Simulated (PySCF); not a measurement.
# Fractional electron number in Mn²⁺ (manganese, charge +2)

The 3d alpha orbital of [Ar] 3d5 is emptied in steps (occupation f), with all orbitals relaxed, ending at [Ar] 3d4. Calculation: PySCF 2.14, in x2c-TZVPall (6s5p4d1f, 48 functions); the spin-free X2C one-electron Hamiltonian (Gaussian nucleus). The exact energy is a straight line in f; departures are measured from the line between the end points of the same method.

```csv
f,UHF (eV),LDA (eV),PBE (eV)
1,0.000,0.000,0.000
0.9,0.214,-0.755,-0.739
0.7,0.485,-1.780,-1.738
0.5,0.560,-2.140,-2.086
0.3,0.457,-1.813,-1.765
0.1,0.190,-0.784,-0.761
0,0.000,0.000,0.000
```

Task: For PBE, how does the orbital energy at f = 1 compare with the removal energy?

Result: −ε = 25.858 eV against a total-energy difference of 34.027 eV. By Janak's theorem ε = ∂E/∂f, so the gap between them reflects the curvature. Along the path −ε is 27.429 (f = 0.9), 30.644 (f = 0.7), 33.947 (f = 0.5), 37.327 (f = 0.3), 40.770 (f = 0.1) eV.

```csv
method,E(f=0) − E(f=1) (eV),−ε at f=1 (eV),−ε at f=0.5 (eV)
UHF,32.394,34.815,32.312
LDA,34.414,26.064,34.315
PBE,34.027,25.858,33.947
```

Reference removal energy between the ground levels: 33.668 ± 0.012 eV (measured; NIST Atomic Spectra Database, ionization energies). The calculation has no spin-orbit coupling. The determinant left behind need not be the lowest term of the ion. UHF lacks correlation.
